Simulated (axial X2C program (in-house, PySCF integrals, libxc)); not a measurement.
FRuF⁻: properties at the nuclei

Computed with an axial X2C code built on PySCF integrals: two-component X2C with atomic mean-field Coulomb and Gaunt terms, Gaussian nuclei, basis F dyall-av3z, Ru dyall-v3z with contracted cores.

F–Ru–F held linear, with bonds 1.929 and 1.929 Å (near the PBE0 minimum at charge -1 of the determinant lowest at the starting distance; the state shown can have its own minimum elsewhere, held linear; other orders of the atoms were not compared).

Input and command:
```json
{"zs": [9, 44, 9], "q": -1, "bas": ["dyall-av3z", "dyall-v3z", "dyall-av3z"], "r0": [1.89, 1.89], "symm": 1, "scan": ["PBE0", "HF", "BHandHLYP"], "levels": ["PBE0", "HF", "r2SCAN"], "nst": 2}
```
```bash
python solin.py task.json out
```

Keys: zs atomic numbers; q charge; bas basis sets; r0 starting distance in Å; symm equal bonds; scan levels of the two-bond scan; levels methods; nst determinants followed.

Determinant lowest in the PBE0 search, Ω = 7/2 (⟨Sz⟩ = 1.49, ⟨Lz⟩ = 2.01 at PBE0), spin on the atoms F 0.02, Ru 1.45, F 0.02:

| level | A∥/gI F (MHz) | qzz F (a.u.) | A∥/gI Ru (MHz) | qzz Ru (a.u.) |
| --- | --- | --- | --- | --- |
| PBE0 | -3.64 | 0.70 | 159 | -1.84 |
| HF | -0.337 | 0.62 | -5.05 | -2.93 |
| r2SCAN | -1.64 | 0.67 | 167 | -1.87 |

A∥ (defined per Ω) follows by multiplying with gI = μI/(I μN); qzz is the electric field gradient, eQq0 = 234.96 MHz × Q/barn × qzz. The operators were transformed with the bare-nucleus X2C matrices; with these basis sets, hyperfine constants and field gradients can be off by tens of per cent, and where levels differ in sign neither size nor sign is settled.

(1) With Q(101Ru) = 0.457 barn (Q from Pyykkö, Mol. Phys. 2018), turn the PBE0 values of the first state into constants in MHz.

The molecule was held linear; bending was not examined, so a bent shape may lie lower.

Each state is one determinant with collinear spin, which with several unpaired electrons need not be a pure state. Unrestricted Hartree–Fock can overshoot spin polarisation at the nuclei. For an anion, determinants above electron detachment, or with a positive highest level, are held by the basis set. With several open shells hyperfine constants can be off by a factor of several. The search compared states at one distance, so a state with another bond length can lie lower. Further determinants of the search, some of them spin-mixed, are not shown. Where a field gradient or hyperfine factor spreads by more than a factor of two over the levels, a constant derived from it is not to be relied on.

Results:

(1) eQq0(101Ru) = 234.96 × (0.457) × (-1.84) = -198 MHz.
